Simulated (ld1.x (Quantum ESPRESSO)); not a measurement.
**Varying the ultrasoft potential for Ni**

Base potential:

* Element: Ni (Z = 28)
* Generator: ld1.x (Quantum ESPRESSO) 7.5
* Type: ultrasoft
* Functional: PBE
* Relativity: scalar-relativistic
* Frozen core: [Ar]
* Valence charge: 10
* Reference configuration: 3d8.5 4s1.5 4p0
* Partial waves: 4s (bound): rcut 1.95, rcutus 2.60 bohr; 4s channel at 0.35 Ry: rcut 1.95, rcutus 2.60 bohr; 4p (bound, empty): rcut 1.95, rcutus 2.60 bohr; 4p channel at 1 Ry: rcut 1.95, rcutus 2.60 bohr; 3d (bound): rcut 0.85, rcutus 1.05 bohr; 3d channel at 0.05 Ry: rcut 0.85, rcutus 1.05 bohr
* Local potential: all-electron potential smoothed inside 1.30 bohr (lloc = -2)
* Core correction: Bessel-smoothed model core, default radius (core density twice the valence density)
* Augmentation charge: PSQ, inside the norm-conserving radii

Cutoffs, loose and tight: the cutoffs (Ry, on a coarse ladder) from which the occupation-weighted sum of valence levels, in a spherical-Bessel basis at the reference potential, stays within 10 and 1 mRy of its value at 400 Ry. They do not see the model core or the augmentation charge, which bear on the density cutoff. Test errors are all-electron minus pseudo excitation energies from the reference, over the configurations 3d8 4s2 4p0; 3d8 4s1 4p0; 3d8 4s0 4p0; 3d6 4s0 4p0; 3d8 4s1 4p1; 3d9 4s0 4p0; 3d8 4s0 4p1. A dash means not determined; rows that change the core or the reference have their own tests.

Cutoffs are not given where the Bessel-basis levels miss the radial ones by over 6 mRy, ghosts where they miss by over 20 mRy; a channel whose overlap is not positive is not tested.

A file whose overlap is not positive is unfit for use, and its test errors describe a broken file.

| change | outcome | cutoff, loose | cutoff, tight | bound ghosts | largest test error (meV) |
| --- | --- | --- | --- | --- | --- |
| base | generated | 140 Ry | 200 Ry | none | -1268 |
| waves 4s (bound): rcut 1.90, rcutus 2.02 bohr; 4s channel at 0.35 Ry: rcut 1.90, rcutus 2.02 bohr | generated | 140 Ry | 200 Ry | none | -1447 |
| waves 4s (bound): rcut 1.95, rcutus 2.22 bohr; 4s channel at 0.35 Ry: rcut 1.95, rcutus 2.22 bohr | generated | 140 Ry | 200 Ry | none | -1371 |
| waves 4s (bound): rcut 1.95, rcutus 2.56 bohr; 4s channel at 0.35 Ry: rcut 1.95, rcutus 2.56 bohr | generated | 140 Ry | 200 Ry | none | -1280 |
| waves 4s (bound): rcut 1.95, rcutus 2.78 bohr; 4s channel at 0.35 Ry: rcut 1.95, rcutus 2.78 bohr | generated | 140 Ry | 200 Ry | none | -1246 |
| waves 4s (bound): rcut 1.95, rcutus 3.10 bohr; 4s channel at 0.35 Ry: rcut 1.95, rcutus 3.10 bohr | generated | 140 Ry | 200 Ry | none | -1201 |
| waves 4s (bound): rcut 1.95, rcutus 3.30 bohr; 4s channel at 0.35 Ry: rcut 1.95, rcutus 3.30 bohr | generated | 140 Ry | 200 Ry | none | -1187 |
| waves 4s (bound): rcut 1.95, rcutus 3.62 bohr; 4s channel at 0.35 Ry: rcut 1.95, rcutus 3.62 bohr | generated, overlap not positive | – | – | not determined (overlap not positive) | -1164 |
| waves 4s (bound): rcut 1.95, rcutus 3.92 bohr; 4s channel at 0.35 Ry: rcut 1.95, rcutus 3.92 bohr | generated, overlap not positive | – | – | not determined (overlap not positive) | -1157 |

**Question.** What comes out with this change to the base: waves 4s (bound): rcut 1.54, rcutus 1.64 bohr; 4s channel at 0.35 Ry: rcut 1.54, rcutus 1.64 bohr?

**Answer.** outcome: failed: chargeps: negative rho. Cause: the pseudo-density turned negative during the self-consistent test, most likely because a state had been found with a wrong node count and its wave set to zero before.

Reading the sweep of the s radius (base included, trends over the rows without a ghost): The loose cutoff stays near 140 Ry. The median size of the test errors (rows with all tests solved) falls from 23.8 meV at 2.02 to 18.4 meV at 3.3 bohr, with one reversal. This runs against the usual rule that a larger radius transfers worse; these runs do not show why. The generation fails at 1.64 bohr.
